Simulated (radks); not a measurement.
Results of a calculation; reference values are marked as such.
Species: Sm43+. Configuration: [Ar] 3d1.

Level of theory: scalar-relativistic Kohn-Sham, exchange-only LDA, spin-polarised, spherical densities, point nucleus; open shells are filled with parallel spins first (spin-orbit coupling, left out, can overturn this in heavy ions) (a radial shooting solver on a logarithmic mesh with Libxc functionals).

Energy parts (eV):
total: -240342.43
kinetic: 259609.12
electron-nucleus: -530946.29
Hartree: 34706.57
exchange: -3711.84

Orbitals (lengths in bohr, moments of r in powers of bohr):
orbital,occ.,eigenvalue (eV),<r^2>,<1/r>
1s up,1,-49203.27,0.0007056,68.77
1s down,1,-49203.13,0.0007056,68.77
2s up,1,-10127.38,0.01092,16.06
2s down,1,-10122.26,0.01091,16.06
2p up,3,-9323.834,0.008728,15.05
2p down,3,-9319.821,0.008721,15.06
3s up,1,-3812.667,0.06405,6.360
3s down,1,-3807.107,0.06413,6.354
3p up,3,-3565.701,0.06195,6.045
3p down,3,-3559.971,0.06204,6.038
3d up,1,-3289.347,0.04857,5.769
3d down,0,-3282.209,0.04867,5.765

The highest occupied level is 3d up at -3289.3 eV. For comparison, the ionisation energy in NIST's Atomic Spectra Database is 3363 eV (theoretical). In exact Kohn-Sham theory the highest level is minus the ionisation energy, but local and semilocal functionals leave it too shallow, through self-interaction and a potential that decays too fast; potentials with the right tail come closer. Summed over all electrons, <r^2> = 0.6243 bohr^2, which gives a Langevin (diamagnetic) susceptibility term of -0.494 x 10^-6 cm^3/mol. The density falls to 0.001 e/bohr^3 at r = 0.71 bohr.
